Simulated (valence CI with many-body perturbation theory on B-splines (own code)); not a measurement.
# Forbidden lines of Ir LXIII

Calculated by configuration interaction combined with many-body perturbation theory (CI+MBPT): five valence electrons over a frozen Dirac-Fock core [Ne], a basis of 11 s, 11 p, 10 d, 8 f, 5 g, 2 h functions for each j, with the one-electron correlation potential Σ1 (screened to all orders), the two-electron term Σ2, the three-electron term Σ3, Breit, model QED; selected single and double excitations, second order for the rest, scaled by the run's own slope (own B-spline code, finite nucleus).

The last digits are not significant, and no measured levels were compared; by estimate large intervals hold to a few tenths of a per cent, small ones and those within an open d or f shell to about a per cent. Among the levels kept, up to 3100 cm⁻¹ of a level comes from second order outside the variational space, and about a tenth of that is noise between levels of different J, which matters for small intervals.

Lines 1 to 16 of 16 in falling wavelength, among levels below 114.42 Ry, chosen from the decays that carry over 1 % of a level's rate. Wavelengths and rates use the calculated energies. Electric multipoles are in the length gauge, E1 and E2 with the static RPA response of the core. Weak lines are less certain than strong ones. Lines between different terms over intervals too small for the method are left out, as are lines whose strength nearly cancels.

Levels are named by their leading jj configuration (3d3/2^4 stands for four electrons in 3d with j = 3/2), which in mixed levels can hold well under half, so a name can repeat and another be missing. Letters in brackets count levels of one name in rising energy.

| λ vac (nm) | Upper | Lower | Type | A (s⁻¹) | Branch % |
| --- | --- | --- | --- | --- | --- |
| 12.56 | (3s^2 3p1/2 3p3/2 3d5/2) J=9/2 | (3s^2 3p1/2 3p3/2 3d3/2) J=7/2 | M1 | 5.58e+06 | 42.4 |
| 3.139 | (3s^2 3p3/2^2 3d5/2) J=9/2 | (3s^2 3p1/2 3p3/2 3d5/2) J=7/2 [b] | M1 | 1.92e+08 | 9.9 |
| 3.109 | (3s^2 3p1/2 3p3/2 3d5/2) J=7/2 [a] | (3s^2 3p1/2^2 3d5/2) J=5/2 | M1 | 3.98e+08 | 24.4 |
| 3.007 | (3s^2 3p1/2 3p3/2 3d5/2) J=9/2 | (3s^2 3p1/2^2 3d5/2) J=5/2 | E2 | 7.55e+06 | 57.3 |
| 3.005 | (3s^2 3p1/2 3p3/2 3d3/2) J=5/2 [a] | (3s^2 3p1/2^2 3d3/2) J=3/2 | M1 | 2.15e+08 | 2.1 |
| 2.986 | (3s^2 3p3/2^2 3d5/2) J=7/2 | (3s^2 3p1/2 3p3/2 3d5/2) J=5/2 [a] | M1 | 3.35e+08 | 4.0 |
| 2.984 | (3s^2 3p1/2 3p3/2^2) J=3/2 | (3s^2 3p1/2^2 3p3/2) J=3/2 | M1 | 6.83e+08 | 99.2 |
| 2.979 | (3s^2 3p1/2 3p3/2 3d3/2) J=1/2 [a] | (3s^2 3p1/2^2 3d3/2) J=3/2 | M1 | 4.38e+08 | 3.4 |
| 2.946 | (3s^2 3p3/2^2 3d5/2) J=9/2 | (3s^2 3p1/2 3p3/2 3d5/2) J=9/2 | M1 | 2.89e+08 | 14.8 |
| 2.898 | (3s^2 3p1/2 3p3/2^2) J=5/2 | (3s^2 3p1/2^2 3p3/2) J=3/2 | M1 | 1.16e+08 | 40.2 |
| 2.898 | (3s^2 3p1/2 3p3/2^2) J=5/2 | (3s^2 3p1/2^2 3p3/2) J=3/2 | E2 | 1.64e+07 | 5.7 |
| 2.867 | (3s^2 3p3/2^2 3d5/2) J=7/2 | (3s^2 3p1/2 3p3/2 3d5/2) J=7/2 [a] | M1 | 2.22e+08 | 2.7 |
| 2.854 | (3s^2 3p3/2^2 3d5/2) J=9/2 | (3s^2 3p1/2 3p3/2 3d5/2) J=7/2 [a] | M1 | 2.32e+08 | 11.9 |
| 2.792 | (3s^2 3p1/2 3p3/2^2) J=1/2 | (3s^2 3p1/2^2 3p3/2) J=3/2 | M1 | 3.87e+08 | 95.9 |
| 2.792 | (3s^2 3p1/2 3p3/2^2) J=1/2 | (3s^2 3p1/2^2 3p3/2) J=3/2 | E2 | 1.40e+07 | 3.5 |
| 2.783 | (3s^2 3p3/2^3) J=3/2 | (3s^2 3p1/2 3p3/2^2) J=3/2 | M1 | 7.18e+08 | 1.3 |
